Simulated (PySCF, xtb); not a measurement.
Ge(I)(Me) (CH3GeI), SMILES [CH3][Ge][I] (connectivity only; charge and spin as stated), neutral, multiplicity 1.

Harmonic wavenumbers (cm⁻¹) from xtb with GFN2-xTB at its own minimum, in rising order: 112, 159, 254, 518, 577, 690, 1291, 1452, 1460, 2958, 2963, 2971.

Problem. What does PBE-D3(BJ)/def2-SVP in PySCF give at its own minimum? (Estimate from the structure and the level; the computed values follow.)

Solution. 57, 156, 225, 526, 554, 707, 1158, 1355, 1360, 2958, 3063, 3074. Paired by order, the mean absolute difference is 56 cm⁻¹ and the zero-point energies are 22.0 and 21.7 kcal/mol.
